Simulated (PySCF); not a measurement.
## Field gradients at the hydrogen positions

Species: C₆H₁₂N₂.
Cartesian coordinates in Å at the GFN2-xTB level; atoms count from 1:
```
atom  x, y, z in Å
C1    -1.284   -0.739   -1.355
N2    -0.965    0.157   -0.265
C3    -1.790   -0.073    0.901
C4     0.439    0.243    0.028
C5     1.132   -0.951    0.546
N6     2.351   -0.914    0.857
C7     0.929    1.591    0.519
C8     1.245    1.164   -0.868
H9    -0.607   -0.547   -2.185
H10   -1.212   -1.804   -1.084
H11   -2.306   -0.541   -1.681
H12   -1.508    0.633    1.680
H13   -1.704   -1.094    1.305
H14   -2.832    0.099    0.630
H15    0.499   -1.848    0.628
H16    2.740   -1.788    1.201
H17    1.722    1.574    1.249
H18    0.181    2.355    0.658
H19    0.714    1.635   -1.680
H20    2.254    0.856   -1.088
```

Level: PBE0/pcSseg-1 (PySCF, non-relativistic); Q(2H) = 0.00286 b; rigid geometry, the same for H and D, with no vibrational averaging.

Question: Rank these positions by the coupling χzz of a deuteron there, largest first.
A. H12 (methyl hydrogen)
B. H15 (hydrogen on a C=N carbon)
C. H19 (methylene hydrogen)
D. H16 (N–H hydrogen)

Answer: D (264 kHz), C (224 kHz), A (208 kHz), B (192 kHz).

What are Vzz, η and χzz (234.96 MHz × Q × Vzz) at all hydrogens?

```csv
atom,bonded to,bond length (Å),Vzz (au),η,χzz (kHz)
H9,C1,1.088,0.3091,0.05,208
H10,C1,1.101,0.2878,0.06,193
H11,C1,1.090,0.3065,0.05,206
H12,C3,1.088,0.3089,0.05,208
H13,C3,1.101,0.2874,0.06,193
H14,C3,1.090,0.3068,0.05,206
H15,C5,1.100,0.2860,0.05,192
H16,N6,1.017,0.3931,0.02,264
H17,C7,1.078,0.3288,0.05,221
H18,C7,1.078,0.3337,0.05,224
H19,C8,1.079,0.3331,0.05,224
H20,C8,1.079,0.3286,0.05,221
```

Average by the element that carries the hydrogen.

on C: 209 kHz over 11 positions, mean bond length 1.088 Å; on N: 264 kHz over 1 position, mean bond length 1.017 Å.

How does χzz go with the bond length over the 11 C–H bonds?

A straight-line fit has a slope of -13.3 kHz for each 0.01 Å, with a correlation coefficient of -0.99, over lengths from 1.078 to 1.101 Å. The longer bonds have the smaller couplings here.

A static deuteron (I = 1) shows a doublet split by (3/2)χ, (3/4)χ(1 + η) and (3/4)χ(1 − η) with the field along z, y and x of the gradient. What are these for H16?

With |χ| = 264.2 kHz and η = 0.022: 396, 202 and 194 kHz, to first order and without motion.

Geometry: GFN2-xTB, one conformer, isolated molecule. GFN2-xTB bond lengths can be off by several hundredths of an ångström, more for odd bonds, and the gradients follow them. A larger basis could move these couplings by a tenth or more.
